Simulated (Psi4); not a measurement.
Cl$_{2}$Mg, charge +1, doublet, geometry from GFN2-xTB (such geometries of metal compounds can be far from the true shape) (a state made from the parent by changing its charge; the spin is typed, not shown lowest); CAM-B3LYP/def2-SVP (Psi4).

The Psi4 input:
```
memory 2 GB

molecule {
1 2
  Mg    0.00000000    0.00000000    0.00000000
  Cl   -0.00000000   -0.00000000   -2.17107165
  Cl    0.00000000    0.00000000    2.17107165
}

set basis def2-svp
set reference uks

energy('cam-b3lyp')
print_variables()
```

Output, abridged:

```
   => Loading Basis Set <=

    Name: DEF2-SVP
    Role: ORBITAL
    Keyword: BASIS

         ---------------------------------------------------------
                                   SCF
               by Justin Turney, Rob Parrish, Andy Simmonett
                          and Daniel G. A. Smith
                              UKS Reference
         ---------------------------------------------------------

  ==> Geometry <==

    Molecular point group: d2h
    Full point group: D_inf_h

    Geometry (in Angstrom), charge = 1, multiplicity = 2:

       Center              X                  Y                   Z               Mass
    ------------   -----------------  -----------------  -----------------  -----------------
         MG           0.000000000000     0.000000000000     0.000000000000    23.985041697000
         CL           0.000000000000     0.000000000000    -2.171071650000    34.968852682000
         CL           0.000000000000     0.000000000000     2.171071650000    34.968852682000

  Running in d2h symmetry.

  Rotational constants: A = ************  B =      0.05114  C =      0.05114 [cm^-1]
  Rotational constants: A = ************  B =   1533.05419  C =   1533.05419 [MHz]
  Nuclear repulsion =  134.666402601302906

  Charge       = 1
  Multiplicity = 2
  Electrons    = 45
  Nalpha       = 23
  Nbeta        = 22

  ==> Algorithm <==

  SCF Algorithm Type is DF.
  DIIS enabled.
  MOM disabled.
  Fractional occupation disabled.
  Guess Type is SAD.
  Energy threshold   = 1.00e-06
  Density threshold  = 1.00e-06
  Integral threshold = 1.00e-12

  ==> Primary Basis <==

  Basis Set: DEF2-SVP
    Blend: DEF2-SVP
    Number of shells: 24
    Number of basis functions: 54
    Number of Cartesian functions: 57
    Spherical Harmonics?: true
    Max angular momentum: 2

  ==> DFT Potential <==

   => LibXC <=

    Version 7.1.2
    S. Lehtola, C. Steigemann, M. J. T. Oliveira, and M. A. L. Marques,  SoftwareX 7, 1–5 (2018) (10.1016/j.softx.2017.11.002)

   => Composite Functional: CAM-B3LYP <=

    CAM-B3LYP Hyb-GGA Exchange-Correlation Functional

    T. Yanai, D. P. Tew, and N. C. Handy,  Chem. Phys. Lett. 393, 51 (2004) (10.1016/j.cplett.2004.06.011)

    Deriv               =              1
    GGA                 =           TRUE
    Meta                =          FALSE

    Exchange Hybrid     =           TRUE
    MP2 Hybrid          =          FALSE

   => Exchange Functionals <=

    0.3500         Becke 88 [omega = 0.3300]
[...]
   @S   Observed:                5.000000000E-01

    Orbital Energies [Eh]
    ---------------------

    Alpha Occupied:

[...]
    Alpha Virtual:

[...]
      12B1u    1.149113

    Beta Occupied:

[...]
       3B3u   -0.555279

    Beta Virtual:

[...]
    Final Occupation by Irrep:
             Ag   B1g   B2g   B3g    Au   B1u   B2u   B3u
    DOCC [     7,    0,    1,    2,    0,    6,    3,    3 ]
    SOCC [     0,    0,    1,    0,    0,    0,    0,    0 ]
    NA   [     7,    0,    2,    2,    0,    6,    3,    3 ]
    NB   [     7,    0,    1,    2,    0,    6,    3,    3 ]

  @DF-UKS Final Energy: -1119.87773697190505

   => Energetics <=

    Nuclear Repulsion Energy =            134.6664026013029059
    One-Electron Energy =               -1807.0924183512529453
    Two-Electron Energy =                 608.1898609661624278
    DFT Exchange-Correlation Energy =     -55.6415821881173827
    Empirical Dispersion Energy =           0.0000000000000000
    VV10 Nonlocal Energy =                  0.0000000000000000
    Total Energy =                      -1119.8777369719050512

  UHF NO Occupations:
  HONO-2 :    6B1u 1.9997644
  HONO-1 :    3B3u 1.9962377
  HONO-0 :    2B2g 1.0000000
  LUNO+0 :    4B3u 0.0037623
  LUNO+1 :    7B1u 0.0002356
  LUNO+2 :    8 Ag 0.0002300
  LUNO+3 :    9 Ag 0.0000643

Computation Completed

Properties will be evaluated at   0.000000,   0.000000,   0.000000 [a0]

Properties computed using the SCF density matrix

 Multipole Moments:

 ------------------------------------------------------------------------------------
     Multipole            Electronic (a.u.)      Nuclear  (a.u.)        Total (a.u.)
 ------------------------------------------------------------------------------------

 L = 1.  Multiply by 2.5417464519 to convert [e a0] to [Debye]
 Dipole X            :          0.0000000            0.0000000            0.0000000
 Dipole Y            :          0.0000000            0.0000000            0.0000000
 Dipole Z            :          0.0000000            0.0000000            0.0000000
 Magnitude           :                                                    0.0000000

 ------------------------------------------------------------------------------------

  Variable Map:
  ----------------------------------------------------------------------------
[...]
  Array Variable Map:
  ----------------------------------------------------------------------------
[...]
[...]
```
